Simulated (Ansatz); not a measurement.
`F[Si](F)(Cl)I` + HCl → `F[Si](Cl)(Cl)I` + H–F at 298.15 K and 1 bar (ligand exchange at the Si–F bond).

Computed with Ansatz on PBE0-D4/def2-TZVP structures; ΔE is electronic, products minus reactants. CBS: MP2 limit from def2 TZ/QZ plus the TZ coupled-cluster correction, frozen cores. This one scheme is used for every species. Elements past krypton have def2 core potentials. For I outer-core shells are correlated without core-valence functions, which leaves a few kJ/mol of doubt a bond.

```json
{"species": "`F[Si](F)(Cl)I`", "CCSD(T)/CBS energy (Eh)": "-1246.11308", "H − E (kJ/mol)": "42.3", "S (J/(mol·K))": "349.8"}
{"species": "HCl", "CCSD(T)/CBS energy (Eh)": "-460.38127", "H − E (kJ/mol)": "26.6", "S (J/(mol·K))": "186.8"}
{"species": "`F[Si](Cl)(Cl)I`", "CCSD(T)/CBS energy (Eh)": "-1606.08071", "H − E (kJ/mol)": "40.0", "S (J/(mol·K))": "361.7"}
{"species": "H–F", "CCSD(T)/CBS energy (Eh)": "-100.39570", "H − E (kJ/mol)": "33.5", "S (J/(mol·K))": "173.6"}
```

H − E and S are ideal-gas, rigid-rotor, harmonic terms from PBE0-D4/def2-TZVP. 1 Eh = 2625.50 kJ/mol, R = 8.31446 J/(mol·K).

Task: By hand: ΔE, ΔH, ΔS and ΔG.

Result: ΔE = (-1606.08071) + (-100.39570) − (-1246.11308) − (-460.38127) = 0.01794 Eh = 47.1 kJ/mol. Δ(H − E) = 40.0 + 33.5 − 42.3 − 26.6 = 4.6, so ΔH = 51.7 kJ/mol. ΔS = 361.7 + 173.6 − 349.8 − 186.8 = -1.3 J/(mol·K). ΔG = 51.7 − 298.15 × (-1.3)/1000 = 52.1 kJ/mol.

Task: By hand: the equilibrium constant, and the temperature at which ΔG would vanish if ΔH and ΔS stayed fixed.

Result: log₁₀ K = −ΔG/(RT ln 10) = -9.1. ΔH and −TΔS have one sign here, so there is no such temperature.

The number of gas molecules stays the same, so ΔS is small and ΔH decides. A doubt of 5 kJ/mol in ΔE shifts log₁₀ K by 0.9 here. These are equilibria of isolated gas molecules and say nothing of rates. Largest T1 diagnostic: 0.010 (customary marks: 0.02 for closed shells, 0.045 for open ones).

ΔS is within the doubt of such terms, so its sign, and with it that verdict, could turn.
